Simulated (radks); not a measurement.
Task: Sr V, configuration [Ar] 3d10 4s2 4p4. Method: Dirac Kohn-Sham, PBE, spin-unpolarised, spherical densities, point nucleus; open shells fill j = l - 1/2 first; computed with a radial shooting solver on a logarithmic mesh with Libxc functionals.

Spin-orbit splittings of the eigenvalues, e(l+1/2) - e(l-1/2), with zeta = 2 splitting/(2l+1) and mean radii in bohr:

| shell | occ. | splitting (eV) | zeta (eV) | <r> j=l-1/2 | <r> j=l+1/2 |
|---|---|---|---|---|---|
| 2p | 6 | 68.43 | 45.62 | 0.1475 | 0.1516 |
| 3p | 6 | 10.51 | 7.007 | 0.4908 | 0.5011 |
| 3d | 10 | 1.839 | 0.7358 | 0.4944 | 0.4980 |
| 4p | 4 | 1.397 | 0.9312 | 1.427 | 1.452 |
| 4d | 0 | ? | ? | 1.880 | 1.888 |

Estimate the 4d splitting.

Result: 0.1578 eV (zeta = 0.06313 eV).
